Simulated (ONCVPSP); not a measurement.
# Reading a pseudo-wave (C)

Columns: radius, all-electron u(r) and pseudo u(r) of the 2p shell (level -5.29 eV) of carbon in the configuration [He] 2s2 2p2; PBE, scalar-relativistic, ONCV scheme, ONCVPSP 4.0.1.

```
r (bohr)  all-electron  pseudo
   0.163        0.1060  0.0274
   0.325        0.2815  0.1045
   0.488        0.4399  0.2202
   0.650        0.5584  0.3557
   0.813        0.6403  0.4931
   0.975        0.6877  0.6132
   1.138        0.7073  0.7042
   1.300        0.7058  0.7580
   1.463        0.6893  0.7748
   1.625        0.6628  0.7595
   1.788        0.6298  0.7202
   1.950        0.5934  0.6668
   2.113        0.5550  0.6076
   2.275        0.5166  0.5497
   2.438        0.4786  0.4965
   2.600        0.4421  0.4501
   2.763        0.4072  0.4099
   2.925        0.3744  0.3750
   3.088        0.3435  0.3435
   3.250        0.3149  0.3149
   3.413        0.2881  0.2881
   3.575        0.2636  0.2636
   3.738        0.2407  0.2407
   3.900        0.2198  0.2198
   4.063        0.2005  0.2005
   4.225        0.1828  0.1828
```

(1) How many radial nodes do the two functions have?

(2) At about which radius was the pseudo-wave matched?

(3) Is the pseudo-wave norm-conserving?

## Answers

(1) The all-electron 2p function has n − l − 1 = 0; the pseudo-wave has 0.

(2) 3.25 bohr, where the columns begin to agree (steps of 0.16 bohr).

(3) Yes: the ONCV scheme keeps the norm inside the radius equal to the all-electron one, which fixes the energy derivative of the logarithmic derivative at the level.
